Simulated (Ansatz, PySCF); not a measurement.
H3Si, SMILES [SiH3-], charge -1.

The structure is a stationary point at PBE0-D3(BJ)/def2-TZVPD.

Two levels are set side by side: PBE/def2-TZVPD (Ansatz, a first-principles code) and EOM-CCSD/aug-cc-pVDZ (PySCF). PBE by ΔSCF, the other level by its IP root; same geometry, the bases differ. Differences are taken from unrounded values.

```json
[
 {"quantity": "vertical ionisation energy (eV)", "EOM-CCSD": "1.83"}
]
```

**Question.** What does PBE give, and how far is it from EOM-CCSD? (The exact figures need the calculation; the answer reports its results.)

**Answer.** 
```
quantity                          PBE  PBE minus EOM-CCSD
-------------------------------  ----  ------------------
vertical ionisation energy (eV)  1.80               -0.03
```

On these quantities the two levels nearly agree.
